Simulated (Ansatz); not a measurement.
Species: CCl2F, charge 0, multiplicity 2. It need not be the lowest isomer of its formula. SMILES: Cl[C](Cl)F
Coordinates optimised at B3LYP-D3(BJ)/def2-TZVP (Ansatz, a quantum-chemistry and plane-wave program):
```
C
F 1 1.3289
Cl 1 1.7235 2 113.28
Cl 1 1.7235 2 113.28 3 137.42
```
Charge 0, spin multiplicity 2.

Wanted: vertical ionisation energy (to the singlet state of charge +1; each state is the SCF solution reached for its spin), in eV. Correlated levels leave the core frozen unless marked. Open shells are spin-unrestricted. Spin-orbit coupling is left out. Non-relativistic. Basis-set limits of correlation are two-point, X^-3; Hartree-Fock from the larger set. The bracket is a focal-point correction in the basis named.

```
level               program  vertical ionisation energy (eV)
------------------  -------  -------------------------------
HF/aug-cc-pV(D+d)Z   Ansatz                             9.57
HF/aug-cc-pV(T+d)Z   Ansatz                             9.51
```

Question: Estimate the value at RI-MP2/CBS(aug-cc-pV(T+d)Z,aug-cc-pV(Q+d)Z)+[CCSD(T)-MP2]/aug-cc-pV(D+d)Z as computed with Ansatz.

Answer: 9.29 eV, so HF/aug-cc-pV(T+d)Z differs from it by 0.22 eV.
